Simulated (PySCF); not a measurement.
C7H13P.
Numbering: `[CH3:1][CH:2]([CH3:3])[P:4]1[CH2:5][CH:6]=[CH:7][CH2:8]1` (hydrogens: H9, H10, H11 on C1; H12 on C2; H13, H14, H15 on C3; H16, H17 on C5; H18 on C6; H19 on C7; H20, H21 on C8)

Computed with PySCF at PBE0/pcSseg-1 and B3LYP/def2-SVPD, non-relativistic, on one gas-phase PBE0-D3(BJ)/def2-SVP geometry that isn't relaxed in the solvent. The solvent is an IEF-PCM continuum (van der Waals radii × 1.2). Only the electrostatic response of the medium enters.

Gas phase at PBE0/pcSseg-1: HOMO -6.50 eV, LUMO 0.39 eV, dipole 1.25 D.

Task: What does the continuum do to the energy, the frontier levels and the dipole at PBE0/pcSseg-1 in acetonitrile and water?

Result: 
```csv
solvent,ε,E(solvent) − E(gas) (kcal/mol),polarisation term (kcal/mol),distortion of the solute (kcal/mol),HOMO (eV),LUMO (eV),dipole (D)
acetonitrile,35.69,-3.15,-3.62,0.47,-6.63,0.45,1.78
water,78.36,-3.24,-3.74,0.50,-6.63,0.45,1.80
```

The polarisation term is half the interaction of the solute with the surface charges that it induces; the rest is the cost of distorting the solute's density. The sum is the electrostatic part of solvation alone. From acetonitrile to water the lowering changes by a factor 1.03, Onsager's factor (ε − 1)/(2ε + 1) by 1.02 and ε itself by 2.2.

Task: Which radius a makes the point-dipole formula ΔE = −[(ε − 1)/(2ε + 1)]·μ²/a³ give the value in water, with the gas-phase dipole?

Result: μ = 0.490 au and |ΔE| = 0.00516 Eh give a = 1.50 Å; the farthest nucleus lies 3.39 Å from the centroid of the nuclei, so such a sphere wouldn't even hold the nuclei. The formula assumes a rigid point dipole at the centre of a sphere.

Task: Which Hirshfeld charges (PBE0/pcSseg-1) respond most in acetonitrile (means over atoms taken as equivalent)?

Result: 
| atoms | environment | gas (e) | solvent (e) | change |
| --- | --- | --- | --- | --- |
| P4 | phosphine phosphorus | +0.142 | +0.112 | -0.030 |
| H18/H19 | vinylic hydrogen | +0.046 | +0.050 | +0.004 |
| H16/H17/H20/H21 | methylene hydrogen | +0.039 | +0.044 | +0.005 |
| C6/C7 | alkene CH carbon | -0.054 | -0.057 | -0.003 |
| H12 | methine hydrogen | +0.027 | +0.029 | +0.002 |
| C2 | sp3 carbon bound to phosphorus | -0.063 | -0.062 | +0.001 |
| H9 (×6) | methyl hydrogen | +0.037 | +0.039 | +0.002 |
| C1/C3 | methyl carbon | -0.119 | -0.120 | -0.001 |

Gas phase at B3LYP/def2-SVPD: HOMO -6.27 eV, LUMO 0.08 eV, dipole 1.21 D.

Task: What does the continuum do to the energy, the frontier levels and the dipole at B3LYP/def2-SVPD in acetonitrile?

Result: 
| solvent | ε | E(solvent) − E(gas) (kcal/mol) | polarisation term (kcal/mol) | distortion of the solute (kcal/mol) | HOMO (eV) | LUMO (eV) | dipole (D) |
| --- | --- | --- | --- | --- | --- | --- | --- |
| acetonitrile | 35.69 | -2.93 | -3.48 | 0.55 | -6.36 | 0.18 | 1.84 |

Task: How does the static polarisability (B3LYP/def2-SVPD, frozen core, with the continuum's full static response) change?

Result: 
| medium | isotropic (au) | principal values (au) | ⟨r²⟩ of the electrons (bohr²) |
| --- | --- | --- | --- |
| gas | 107.6 | 91.9, 111.5, 119.4 | 1224.3 |
| acetonitrile | 154.6 | 138.5, 161.2, 164.0 | 1223.9 |

The isotropic value in acetonitrile is 1.44 times the gas-phase one; no cavity-field correction is applied. ⟨r²⟩ is taken about the centre of nuclear charge.
